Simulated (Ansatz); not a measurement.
Input and output for F2GaH6NSi2, SMILES `[F][Ga]([F])[N]([SiH3])[SiH3]`.

```yaml
crystal:
  periodic: [false, false, false]
  atoms:
    - {symbol: F, position_ang: [-3.070104, 0.577520, 0.466476]}
    - {symbol: Ga, position_ang: [-1.837470, -0.566645, 0.023022]}
    - {symbol: F, position_ang: [-2.399604, -2.159936, -0.368176]}
    - {symbol: N, position_ang: [-0.104300, -0.042819, -0.002960]}
    - {symbol: Si, position_ang: [1.164307, -1.161639, -0.428023]}
    - {symbol: Si, position_ang: [0.311496, 1.603392, 0.405734]}
    - {symbol: H, position_ang: [1.894820, -0.686871, -1.632088]}
    - {symbol: H, position_ang: [0.542469, -2.480066, -0.705488]}
    - {symbol: H, position_ang: [2.137621, -1.289557, 0.687984]}
    - {symbol: H, position_ang: [1.784441, 1.721443, 0.238540]}
    - {symbol: H, position_ang: [-0.053230, 1.918814, 1.809993]}
    - {symbol: H, position_ang: [-0.370446, 2.566375, -0.495026]}
basis:
  gaussian: {orbitals: def2-mTZVP}
hamiltonian: {xc: {name: HF}}
correlation: {method: ccsd, electrons: all}
```

```sh
$ ansatz run in.yaml --threads 4 --pin off --events-out ev --progress --plain --max-ram 11315MiB
```

Output, abridged:

```
Functional definition: HF
1358 factors; integrals over basis functions are off by at most 1.1e-3 eV
mean field evaluation 1: about -75048.6634 eV, gradient 5.2e1 eV
mean field evaluation 2: about -75048.7277 eV, gradient 5.2e1 eV
mean field evaluation 4: about -75054.0227 eV, gradient 3.9e0 eV
mean field evaluation 8: about -75054.0794 eV, gradient 3.2e-1 eV
mean field evaluation 16: about -75053.9300 eV, gradient 3.9e0 eV
mean field -75054.07976517 eV, -2758.1865578877 hartree, gradient 4.5e-6 eV, S^2 0.000000; 0 other end points of the search recorded, 0 dependent functions left out
reference -75054.07976517 eV, -2758.1865578877 hartree; 45, 45 occupied and 110, 110 virtual orbitals, 1358 factors
second order -32.04921525 eV of doubles, -0.00000000 eV of singles
cycle   1  -30.93550516 eV  change     1.1e0 eV  update   1.6e-1
cycle   2  -32.04400997 eV  change    -1.1e0 eV  update   5.0e-2
cycle   3  -32.25468076 eV  change   -2.1e-1 eV  update   2.4e-2
cycle   4  -32.22725764 eV  change    2.7e-2 eV  update   5.0e-3
cycle   5  -32.22344345 eV  change    3.8e-3 eV  update   2.1e-3
cycle   6  -32.22442843 eV  change   -9.8e-4 eV  update   6.4e-4
cycle   7  -32.22436136 eV  change    6.7e-5 eV  update   2.2e-4
cycle   8  -32.22409720 eV  change    2.6e-4 eV  update   7.9e-5
cycle   9  -32.22409061 eV  change    6.6e-6 eV  update   3.2e-5
Total energy: -75086.30385578 eV, -2759.3707713752 hartree
```

Hardware: 4 threads of an Arm Neoverse V1 on a shared host. Wall time 65 s, peak host memory 2.8 GiB.
